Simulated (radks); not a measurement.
Kinetic energies: the exact non-interacting value of the Kohn-Sham orbitals and orbital-free approximations, as 100 (|E| - |E exact|)/|E exact|, negative where the magnitude is too small. Species: Te+ [Kr] 4d10 5s2 5p3; Mg2+ [Ne]. Method: non-relativistic Kohn-Sham, LDA (Slater exchange, Perdew-Wang correlation), spin-polarised, spherical densities, point nucleus; computed with a radial shooting solver on a logarithmic mesh with Libxc functionals. Every spin shell is full or empty, so the densities are truly spherical. Functionals are evaluated on that one density, not self-consistently.

exact (hartree): Te+ 6604.75; Mg2+ 197.727
Thomas-Fermi: Te+ -5.24; Mg2+ -7.93
TF + vW: Te+ +35.75; Mg2+ +58.51
TF + vW/9: Te+ -0.68; Mg2+ -0.55
TF + vW/5: Te+ +2.96; Mg2+ +5.36
LC94: Te+ +0.06; Mg2+ +0.07
APBEK: Te+ +0.11; Mg2+ +0.20
Perdew 92: Te+ -0.67; Mg2+ -0.53
Thakkar: Te+ -0.59; Mg2+ -0.04
Pearson: Te+ -0.91; Mg2+ -1.99
LKT: Te+ +18.87; Mg2+ +34.30
PG1: Te+ +14.81; Mg2+ +28.08
DePristo-Kress: Te+ -0.11; Mg2+ -0.03
Ernzerhof: Te+ -0.41; Mg2+ +0.30
